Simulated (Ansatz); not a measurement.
```yaml
atoms:
  - { symbol: Ti, position_ang: [0.0000, 0.0000, -0.4575] }
  - { symbol: O, position_ang: [0.0000, 0.0000, 1.2580] }
```

Basis set: 6-31G* (spherical functions). Left uncorrelated: 6 orbitals. Charge 0, multiplicity 3.

Computed with Ansatz (development build ahead of 0.2.0); each method stands on the lowest determinant of its kind that the runs found.

(1) Give the atomization energy at this shape (free ground-state atoms in the same class of orbitals less the molecule, no zero-point energy) of triplet TiO by UHF-MP2, UHF.

Answers

(1)

```json
{"method": "UHF-MP2", "atomization energy": "484.7 kJ/mol"}
{"method": "UHF", "atomization energy": "216.5 kJ/mol"}
```

Caution: the shape is not the minimum; the unrestricted determinant is spin contaminated.
